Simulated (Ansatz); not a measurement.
`F[Si]([SiH3])([SiH3])Cl` → `F[SiH]([SiH3])[SiH2]Cl`  (isomerisation)

Gas-phase electronic energies from Ansatz, PBE0-D4/def2-TZVP geometries. CCSD(T)/CBS adds triple-zeta CCSD(T) − MP2 to the extrapolated MP2 energy (def2 sets, frozen cores). DFT in def2-TZVPP. One conformer a species, not always the lowest.

`F[Si]([SiH3])([SiH3])Cl`:

```xyz
11

F    -1.914   -0.641    0.994
Si   -0.721   -0.436   -0.058
Si   -0.605    1.833   -0.641
Si    1.232   -1.400    0.812
Cl   -1.225   -1.486   -1.759
H    -1.900    2.271   -1.223
H     0.481    1.998   -1.642
H    -0.290    2.649    0.561
H     1.619   -0.711    2.071
H     2.316   -1.233   -0.191
H     1.007   -2.845    1.076
```

`F[SiH]([SiH3])[SiH2]Cl`:

```xyz
11

F    -1.077   -1.595   -1.403
Si   -0.657   -0.186   -0.740
Si    1.638    0.190   -1.042
Si   -1.194   -0.197    1.544
Cl   -0.488    1.617    2.240
H    -1.451    0.882   -1.407
H     1.994    0.061   -2.480
H     2.424   -0.794   -0.252
H     1.958    1.564   -0.575
H    -0.500   -1.277    2.288
H    -2.649   -0.266    1.827
```

| species | PBE-D4 energy (Eh) |
| --- | --- |
| `F[Si]([SiH3])([SiH3])Cl` | -1431.59087 |
| `F[SiH]([SiH3])[SiH2]Cl` | -1431.58393 |

Q: Work out ΔE.

A: ΔE = (-1431.58393) − (-1431.59087) = 0.00694 Eh = +18.2 kJ/mol. CCSD(T)/CBS gives +15.3 kJ/mol.

Largest T1 diagnostic among the species: 0.013.

In def2-TZVPP, CCSD(T) changes the Hartree–Fock value by +4.5 kJ/mol (the triples alone add +1.1 kJ/mol) and MP2 by +4.3 kJ/mol.
